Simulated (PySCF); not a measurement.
Level of theory: NMR shieldings at PBE0/pcSseg-1/GIAO, geometry: GFN2-xTB, in PySCF 2.14.0 with density-fitted response routines (rapidly exchanging positions averaged, single conformer, relativity neglected, in vacuum).

Scale: TMS for ¹H, ¹³C (reference shieldings calculated alike). Shifts are as computed. Against solution values, carbons near 30 ppm lie about +3 ppm off and those near 130 ppm about +5 ppm. Of 1309 compounds with measured shifts, 239 miss one by over three times the rms of a fit or turn the order of signals round; such compounds aren't used in these exercises. OH and NH positions are gas-phase values without hydrogen bonding to other molecules.

(1) Order these molecules by the shift of their most shielded carbon, lowest δ first.
A. CC[C@]1(F)[SiH2][Si@H](F)[SiH2]1
B. C/C=N/[SiH2]P
C. O=Cc1pcncc1[SiH3]
D. COC(OC)[Si@H](N)O[SiH3]

(2) Order these molecules by the shift of their most shielded carbon-bound hydrogen, lowest δ first.
A. CC[C@]1(F)[SiH2][Si@H](F)[SiH2]1
B. COC(OC)[Si@H](N)O[SiH3]
C. O=Cc1pcncc1[SiH3]
D. C/C=N/[SiH2]P

(3) How many ¹³C and ¹H signals does each give (equivalence by symmetry and fast rotation, but not about amide C–N or C=N bonds)? `COC(OC)[Si@H](N)O[SiH3]`, `O=Cc1pcncc1[SiH3]`, `CC[C@]1(F)[SiH2][Si@H](F)[SiH2]1`, `C/C=N/[SiH2]P`

## Answers

(1) A (13.6 ppm, methyl carbon), B (33.8 ppm, methyl carbon), D (66.3 ppm, methyl carbon bonded to O), C (144.7 ppm, substituted aromatic carbon).

(2) A (1.22 ppm, hydrogen on a methyl carbon), D (2.20 ppm, hydrogen on a methyl carbon), B (3.81 ppm, hydrogen on an sp3 carbon bearing two oxygens), C (9.86 ppm, hydrogen on an aromatic CH next to a ring nitrogen).

(3) COC(OC)[Si@H](N)O[SiH3]: 3 C, 6 H; O=Cc1pcncc1[SiH3]: 5 C, 4 H; CC[C@]1(F)[SiH2][Si@H](F)[SiH2]1: 3 C, 5 H; C/C=N/[SiH2]P: 2 C, 4 H.
